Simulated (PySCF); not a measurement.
Ba(F)2 cation (BaF₂), SMILES [F][Ba][F] (connectivity only; charge and spin as stated), charge +1, multiplicity 2.

The structure is a stationary point at B3LYP-D3(BJ)/def2-TZVP. The multiplicity is an assumed one; other spin states were not compared. The isomer is the one that the SMILES or the coordinates give; other isomers of the formula were not compared. The def2 effective core potentials stand for the cores of Ba; spin–orbit coupling is left out.

All values below come from TDA-B3LYP/def2-TZVPD run with PySCF.

Vertical excitations. 

| state | energy (eV) | λ (nm) | f | main pairs |
|---|---|---|---|---|
| root 1 | 1.72 | 720 | 0.000 | β HOMO→LUMO 100 % |
| root 2 | 2.27 | 545 | 0.000 | β HOMO−2→LUMO 99 % |
| root 3 | 2.52 | 491 | 0.000 | β HOMO−3→LUMO 93 % |
| root 4 | 2.75 | 451 | 0.000 | β HOMO−4→LUMO 99 % |
| root 5 | 4.98 | 249 | 0.209 | β HOMO−1→LUMO 77 % |
| root 6 | 7.26 | 171 | 0.000 | β HOMO→LUMO+1 99 % |
| root 7 | 7.69 | 161 | 0.001 | β HOMO−1→LUMO+1 98 % |
| root 8 | 7.71 | 161 | 0.001 | α HOMO→LUMO 24 %, β HOMO−2→LUMO+1 74 % |
| root 9 | 7.72 | 161 | 0.000 | α HOMO→LUMO 74 %, β HOMO−2→LUMO+1 24 % |
| root 10 | 7.74 | 160 | 0.000 | α HOMO−1→LUMO 99 % |
Unrestricted roots are not spin-pure.
